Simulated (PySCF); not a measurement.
Geometry:
| atom | x (Å) | y (Å) | z (Å) |
| --- | --- | --- | --- |
| C1 | -1.103 | -1.450 | 0.322 |
| N2 | -0.486 | -0.160 | 0.079 |
| Si3 | -1.583 | 1.176 | 0.100 |
| Si4 | 1.131 | -0.185 | -0.557 |
| N5 | 1.895 | 1.260 | -0.008 |
| O6 | 1.966 | -1.456 | 0.017 |
| H7 | -1.663 | -1.432 | 1.259 |
| H8 | -0.343 | -2.225 | 0.385 |
| H9 | -1.797 | -1.719 | -0.480 |
| H10 | -2.610 | 1.020 | -0.941 |
| H11 | -0.819 | 2.397 | -0.144 |
| H12 | -2.231 | 1.206 | 1.417 |
| H13 | 1.156 | -0.481 | -1.989 |
| H14 | 1.392 | 2.122 | -0.123 |
| H15 | 2.855 | 1.392 | -0.284 |
| H16 | 2.232 | -1.457 | 0.934 |

- GIAO PBE0/pcSseg-1 shieldings
- coordinates at the GFN2-xTB level
- code: PySCF
- no relativistic terms, averaged over atoms made equivalent by symmetry, fast rotation or ring inversion, a single conformation, gas phase

References, each an isolated molecule treated in the same way: 13C, 1H, 29Si against TMS; NH3 for 15N; 17O vs H2O.

```
      atoms  nucleus  count  δ (ppm)
   H7/H8/H9       1H      3     2.84
        Si4     29Si      1        ?
H10/H11/H12       1H      3     4.55
    H14/H15       1H      2     0.72
        H13       1H      1     4.87
        Si3     29Si      1        ?
         N5      15N      1        ?
         N2      15N      1     20.8
        H16       1H      1     1.36
         O6      17O      1     45.8
         C1      13C      1     31.6
```

Question: Estimate the values marked ?.

Answer: 
- N5: 29.7 ppm, nitrogen bonded to Si, 2 H
- Si4: -36.3 ppm, silicon bonded to 2 N, O, H
- Si3: -54.5 ppm, silicon bonded to N, 3 H

OH and NH positions are those of a molecule without intermolecular hydrogen bonds; in solution they move with solvent, concentration and temperature, and exchange usually removes their couplings. Shifts are as computed. Against solution values, carbons near 30 ppm lie about +3 ppm off and those near 130 ppm about +5 ppm. Of 1309 compounds with measured shifts, 239 miss one by over three times the rms of a fit or turn the order of signals round; such compounds aren't used in these exercises. Experimental scales use liquid or dissolved standards, which lie at an offset from isolated NH3 (liquid NH3: subtract about 20 ppm) and H2O (liquid H2O: subtract about 36 ppm).
